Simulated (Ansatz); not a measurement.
Gas-phase electronic energies from Ansatz, PBE0-D4/def2-TZVP geometries. CBS: MP2 limit from def2 TZ/QZ plus the TZ coupled-cluster correction, frozen cores. This one scheme is used for every species. Functionals use def2-TZVPP. B3LYP here is the variant with VWN-RPA as its local correlation; programs differ in this. Each species was taken in one conformer, which may not be the lowest.

Reaction (formal exchange of groups at the Si–B bond): `O[SiH2]BO[SiH3]` + `FCCl` → `O[SiH2]C(F)Cl` + `BO[SiH3]`

`O[SiH2]BO[SiH3]`:

```xyz
12

O     1.222    0.919   -2.879
Si    0.625    1.343   -1.391
B     0.162   -0.261   -0.230
O    -0.562   -0.059    0.891
Si   -1.110   -1.088    2.074
H     1.919    0.263   -2.899
H     1.603    2.199   -0.648
H    -0.570    2.181   -1.676
H     0.521   -1.389   -0.489
H    -0.546   -0.634    3.367
H    -0.675   -2.476    1.775
H    -2.589   -1.000    2.105
```

`FCCl`:

Cartesian coordinates in Å:
```
F 0.407 0.701 -1.089
C -0.101 -0.044 -0.079
Cl 0.884 0.134 1.377
H -0.084 -1.095 -0.364
H -1.106 0.305 0.155
```

`O[SiH2]C(F)Cl`:

Cartesian coordinates in Å:
```
O 0.326 -0.731 1.700
Si -0.417 0.331 0.697
C -0.069 -0.154 -1.115
F -0.598 0.766 -1.977
Cl 1.708 -0.204 -1.321
H 1.278 -0.813 1.619
H 0.067 1.726 0.840
H -1.868 0.222 0.966
H -0.427 -1.142 -1.410
```

`BO[SiH3]`:

```xyz
8

B     0.708    0.696   -1.207
O     0.653   -0.245   -0.246
Si   -0.473   -0.583    0.922
H    -0.187    1.494   -1.321
H     1.664    0.709   -1.930
H    -1.605    0.374    0.833
H     0.191   -0.475    2.242
H    -0.952   -1.969    0.707
```

(1) Is it downhill or uphill in electronic energy at CCSD(T)/CBS, and by how much? (Best estimate.)

(2) What do these levels give: ωB97X-V, PBE, B3LYP, HF/def2-TZVPP, MP2/def2-TZVPP, CCSD(T)/def2-TZVPP? (An estimate is asked.)

Largest T1 diagnostic among the species: 0.013.

## Answers

(1) Ansatz gave: Downhill: ΔE = -0.21 eV.

(2) The calculation gave: ωB97X-V -0.19, PBE -0.10, B3LYP -0.16, HF/def2-TZVPP -0.18, MP2/def2-TZVPP -0.25, CCSD(T)/def2-TZVPP -0.19 eV.

The D4 term adds −0.04 eV with B3LYP and −0.02 eV with PBE0; it sums over pairs of atoms, weighted by their polarisabilities, and B3LYP, whose exchange is more repulsive, gets the larger term.
